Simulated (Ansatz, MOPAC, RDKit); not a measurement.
Complex: CHN (SMILES C#N) (first 3 atoms) with HI (SMILES I); geometry from B3LYP-D3(BJ)/def2-TZVP, rigid monomers moved along the line of their centres of mass till N2···H5 is 2.58 Å.
(charge 0, multiplicity 1):
| atom | x (Å) | y (Å) | z (Å) |
|---|---|---|---|
| C | 1.1080 | -0.1674 | 1.0391 |
| N | 0.2294 | 0.0163 | 1.7496 |
| H | 1.9270 | -0.3386 | 0.3768 |
| I | -2.9901 | 0.7098 | 4.3654 |
| H | -1.7504 | 0.4400 | 3.3559 |

Monomers are frozen at their geometry in the pair; levels with a basis set take the counterpoise correction. RDKit's UFF carries no charges.

The state that PM7 reach isn't checked; PM7 holds dispersion and hydrogen-bond terms.

Codes used: Ansatz (an electronic-structure program); MOPAC for PM7 (differences of heats of formation); RDKit for the force fields. Each number belongs to the level named beside it. In def2 rows elements past Kr take small-core potentials, without spin–orbit coupling.

One of these levels gives -4.09 kcal/mol for the interaction energy. Which?
A. r2SCAN/def2-TZVPPD
B. UFF
C. PM7

C, PM7. The others give 0.14 (UFF), -2.15 (r2SCAN/def2-TZVPPD)
